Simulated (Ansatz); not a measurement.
Reaction (germylene formation by 1,1-elimination): `[F][GeH]([F])[SiH3]` → `[F][GeH]` + `F[SiH3]`

Computed with Ansatz on PBE0-D4/def2-TZVP structures; ΔE is electronic, products minus reactants. CCSD(T)/CBS is the MP2 limit (def2-TZVPP, def2-QZVPP) plus CCSD(T) − MP2 in def2-TZVPP, frozen cores. This one scheme is used for every species. Functionals use def2-TZVPP. B3LYP here is the variant with VWN-RPA as its local correlation; programs differ in this. For Ge outer-core shells are correlated without core-valence functions, which leaves a few kJ/mol of doubt a bond. Scalar relativity is left out up to krypton.

`[F][GeH]([F])[SiH3]`:

Z-matrix (Å, degrees):
```
Ge
F 1 1.735
Si 1 2.387 2 108.3
F 1 1.735 2 104.0 3 -115.0
H 1 1.537 2 106.1 3 133.2
H 3 1.484 1 108.3 2 -176.2
H 3 1.482 1 108.1 2 -55.9
H 3 1.484 1 108.3 2 64.3
```

`[F][GeH]`:

```xyz
3

F     0.471    0.957    0.783
Ge   -0.753    0.071   -0.113
H     0.282   -1.028   -0.670
```

`F[SiH3]`:

```xyz
5

F    -0.413    0.230   -1.486
Si    0.011   -0.006    0.039
H     1.182   -0.914    0.061
H    -1.136   -0.617    0.752
H     0.356    1.306    0.635
```

CCSD(T)/CBS gives +68.3 kJ/mol.

Problem. Another level gave +64.7 kJ/mol. Which?
A. r2SCAN-D4/def2-TZVPP
B. ωB97X-V/def2-TZVPP
C. B3LYP-D4/def2-TZVPP
D. CAM-B3LYP-D4/def2-TZVPP

Solution. D. CAM-B3LYP-D4 64.7, ωB97X-V 81.1, r2SCAN-D4 89.2, B3LYP-D4 57.6 kJ/mol.

Largest T1 diagnostic among the species: 0.014.

Leaving LDA and LC-ωPBE aside and taking each functional with its dispersion term where it has one, the values, not all of them listed here, spread over 44.5 kJ/mol, from BLYP-D4 to PBE-QIDH. LDA lies +34.4 kJ/mol from PBE without D4. The D4 term adds +11.4 kJ/mol with B3LYP and +6.2 kJ/mol with PBE0; it sums over pairs of atoms, weighted by their polarisabilities, and B3LYP, whose exchange is more repulsive, gets the larger term.

CCSD(T)/CBS has its own doubt, a few kJ/mol and more with outer-core shells, so smaller differences from it don't rank the levels.
